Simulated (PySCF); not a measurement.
GeH2, charge +1, multiplicity 2. Atoms are numbered in the order given.

```xyz
3

Ge     0.0000     0.0000    -0.0450
H      0.0000     1.3417     0.7193
H      0.0000    -1.3417     0.7193
```
Charge +1, spin multiplicity 2.

Geometry optimised at ωB97X-D3(BJ)/def2-TZVPD. The spin state was assumed, not searched. The isomer is the one that the SMILES or the coordinates give; other isomers of the formula were not compared.

Level of theory: ωB97X/def2-TZVPD run with PySCF.

Gas-phase values at a fixed geometry.

```yaml
total_energy: -2077.85157 hartree
point_group: C2v
"α spin, highest occupied and lowest empty level": -16.71 and -8.04 eV
"β spin, highest occupied and lowest empty level": -19.58 and -9.21 eV
dipole_moment_about_the_centre_of_nuclear_charge: 0.39 D
mean_static_polarisability: 23.2 bohr³ (3.44 Å³)
polarisability_principal_values: 19.5, 21.9, 28.2 bohr³
"⟨S²⟩": 0.753 (pure state 0.75)
```
